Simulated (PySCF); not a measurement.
C3H7AlO2, SMILES [CH3][Al]1[O]CC[O]1.

The structure is a stationary point at PBE0-D3(BJ)/def2-SVP. The geometry has at least one imaginary mode, so it is a saddle point at that level. The values are those of a single conformer.

Two levels are set side by side: TDDFT-PBE/def2-SVPD (PySCF) and TDDFT-ωB97X/def2-SVPD (PySCF). Vertical, same geometry. The lowest singlet is HOMO→LUMO 100 % with PBE and HOMO→LUMO 78 %, HOMO→LUMO+3 14 % with the other functional; states are paired by order. Differences are taken from unrounded values.

```csv
quantity,TDDFT-PBE
lowest singlet excitation (eV),4.59
lowest triplet excitation (TDA) (eV),4.49
```

Problem. These are the TDDFT-PBE values. What does TDDFT-ωB97X give? (The exact figures need the calculation; the answer reports its results.)

Solution. 
```tsv
quantity	TDDFT-ωB97X	TDDFT-PBE minus TDDFT-ωB97X
lowest singlet excitation (eV)	6.28	-1.68
lowest triplet excitation (TDA) (eV)	6.15	-1.67
```

Functionals without exact exchange tend to place singlet excitations lower, as here. Differences between two approximate levels are no errors against the true value.

Rough cost on one machine, each run with all the roots and properties that it gave: TDDFT-ωB97X against TDDFT-PBE about 7 times.
